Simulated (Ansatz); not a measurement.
Ansatz (a first-principles code) input (CCSD(T)/cc-pVQZ):

Ansatz 0.2 input:
```yaml
crystal:
  periodic: [false, false, false]
  atoms:
    - {symbol: C, position_ang: [-1.82729905, -0.12869717, 0.21288961]}
    - {symbol: Ge, position_ang: [0.08132294, 0.01879131, -0.33533361]}
    - {symbol: F, position_ang: [0.91153505, -1.33245286, 0.41690624]}
    - {symbol: F, position_ang: [0.73167348, 1.40268599, 0.52655817]}
    - {symbol: H, position_ang: [-1.80943838, -0.17118937, 1.30210458]}
    - {symbol: H, position_ang: [-2.25023291, -1.03852383, -0.20579366]}
    - {symbol: H, position_ang: [-2.36774526, 0.74847603, -0.13415270]}
basis:
  gaussian:
    orbitals: cc-pVQZ
magnetization: {spin_polarized: true, initial_magnetization: 1}
correlation: {method: ccsd_t, electrons: outside_noble_gas}
```

End of the output:

```
second order -23.04941259 eV of doubles, -0.00000000 eV of singles
coupled cluster: 42.06 GiB planned
cycle   1  -22.71347081 eV  change    3.4e-1 eV  update   1.1e-1
cycle   2  -23.19053392 eV  change   -4.8e-1 eV  update   3.5e-2
cycle   3  -23.32485666 eV  change   -1.3e-1 eV  update   1.8e-2
cycle   4  -23.31426921 eV  change    1.1e-2 eV  update   5.2e-3
cycle   5  -23.31017981 eV  change    4.1e-3 eV  update   2.6e-3
cycle   6  -23.31172723 eV  change   -1.5e-3 eV  update   9.8e-4
cycle   7  -23.31181513 eV  change   -8.8e-5 eV  update   4.9e-4
cycle   8  -23.31173475 eV  change    8.0e-5 eV  update   1.6e-4
cycle   9  -23.31183070 eV  change   -9.6e-5 eV  update   8.5e-5
cycle  10  -23.31182267 eV  change    8.0e-6 eV  update   3.2e-5
cycle  11  -23.31180776 eV  change    1.5e-5 eV  update   1.6e-5
perturbative correction -0.83259153 eV, -0.0305971743 hartree
Total energy: -62993.38250194 eV, -2314.9641084982 hartree
```

It need not be the lowest isomer of its formula.
